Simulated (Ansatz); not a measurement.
`[O]=[W]([OH])(=[S])[Cl]` + H–F → `[O]=[W]([OH])([F])=[S]` + HCl at 500 K and 1 bar (ligand exchange at a W–Cl bond).

Calculated with Ansatz (gas phase, PBE0-D4/def2-TZVP geometries, no zero-point term in ΔE). CCSD(T)/CBS adds triple-zeta CCSD(T) − MP2 to the extrapolated MP2 energy (def2 sets, frozen cores). This one scheme is used for every species. Elements past krypton have def2 core potentials. For W outer-core shells are correlated without core-valence functions, which leaves a few kJ/mol of doubt a bond. Each species was taken in one conformer, which may not be the lowest.

```
                  species  CCSD(T)/CBS energy (Eh)  H − E (kJ/mol)  S (J/(mol·K))
`[O]=[W]([OH])(=[S])[Cl]`              -1075.65295            93.2          411.3
                      H–F               -100.39570            39.4          188.7
 `[O]=[W]([OH])([F])=[S]`               -715.66256            94.2          398.3
                      HCl               -460.38127            32.5          201.9
```

H − E and S are ideal-gas, rigid-rotor, harmonic terms from PBE0-D4/def2-TZVP, for one conformer and one mirror image of each species. 1 Eh = 2625.50 kJ/mol, R = 8.31446 J/(mol·K).

Problem. By hand: ΔE, ΔH, ΔS and ΔG.

Solution. ΔE = (-715.66256) + (-460.38127) − (-1075.65295) − (-100.39570) = 0.00482 Eh = 12.7 kJ/mol. Δ(H − E) = 94.2 + 32.5 − 93.2 − 39.4 = -5.9, so ΔH = 6.8 kJ/mol. ΔS = 398.3 + 201.9 − 411.3 − 188.7 = 0.2 J/(mol·K). ΔG = 6.8 − 500 × (0.2)/1000 = 6.7 kJ/mol.

Problem. By hand: the equilibrium constant, and the temperature at which ΔG would vanish if ΔH and ΔS stayed fixed.

Solution. log₁₀ K = −ΔG/(RT ln 10) = -0.7. ΔG = 0 at ΔH/ΔS = 34000 K, far beyond where these terms or the molecules hold.

The number of gas molecules stays the same, so ΔS is small and ΔH decides. A doubt of 5 kJ/mol in ΔE shifts log₁₀ K by 0.5 here. Other conformers and mirror images would add mixing entropy, several J/(mol·K) or more a flexible species. These are equilibria of isolated gas molecules and say nothing of rates. Largest T1 diagnostic: 0.023 (customary marks: 0.02 for closed shells, 0.045 for open ones).
